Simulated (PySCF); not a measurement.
Si(H)(NHSiH3)(Cl)2 (Cl₂H₅NSi₂), SMILES [SiH3]N[SiH](Cl)Cl. Coordinates come from a PBE0-D3(BJ)/def2-SVP optimisation. Other conformers were not sampled.

Task: Give the equilibrium geometry at PBE0-D3(BJ)/def2-SVP (PySCF confirms it by a frequency run) as bond lengths and angles. (The exact figures need the calculation; the answer reports its results.)

Result: Several could match; the one computed here: 
Atoms: Si1 Cl2 Cl3 N4 Si5 H6 H7 H8 H9 H10. Bonds (Å): Si1–Cl2 2.059, Si1–Cl3 2.063, Si1–N4 1.710, Si1–H6 1.480, N4–Si5 1.759, N4–H7 1.017, Si5–H8 1.492, Si5–H9 1.492, Si5–H10 1.491. Bond angles (°): Cl2–Si1–Cl3 108.2, Cl2–Si1–N4 105.9, Cl2–Si1–H6 110.1, Cl3–Si1–N4 112.7, Cl3–Si1–H6 106.5, N4–Si1–H6 113.4, Si1–N4–Si5 128.3, Si1–N4–H7 116.2, Si5–N4–H7 115.2, N4–Si5–H8 105.7, N4–Si5–H9 111.9, N4–Si5–H10 111.6, H8–Si5–H9 109.2, H8–Si5–H10 109.6, H9–Si5–H10 108.8.
